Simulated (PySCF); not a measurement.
Cl₂MoO₂, charge -1, multiplicity 2. Atoms are numbered in the order given.

```xyz
5

Mo     0.0000     0.0000     0.4415
O      0.0000     1.4573     1.3471
O      0.0000    -1.4573     1.3471
Cl     1.7648     0.0000    -1.1794
Cl    -1.7648     0.0000    -1.1794
```
Charge -1, spin multiplicity 2.

Coordinates come from a B3LYP-D3(BJ)/def2-SVPD optimisation. The spin state was assumed, not searched. The isomer is the one that the SMILES or the coordinates give; other isomers of the formula were not compared. The def2 effective core potentials stand for the cores of Mo; spin–orbit coupling is left out.

Computed with B3LYP-D3(BJ)/def2-SVPD (PySCF 2.14.0).

Frequencies are harmonic and unscaled.

```csv
mode,ν (cm⁻¹),IR (km/mol),moving atoms (share of kinetic energy)
1,108,0.4,"Cl 84 %, Mo 10 %"
2,139,0.0,"O 76 %, Cl 24 %"
3,167,2.5,"O 53 %, Mo 24 %, Cl 23 %"
4,176,3.7,"O 65 %, Cl 27 %, Mo 8 %"
5,275,4.1,"O 52 %, Cl 48 %"
6,339,84.3,"Cl 57 %, Mo 39 %"
7,376,42.4,"O 35 %, Cl 33 %, Mo 32 %"
8,930,315.4,"O 79 %, Mo 21 %"
9,976,132.7,"O 91 %, Mo 9 %"
```
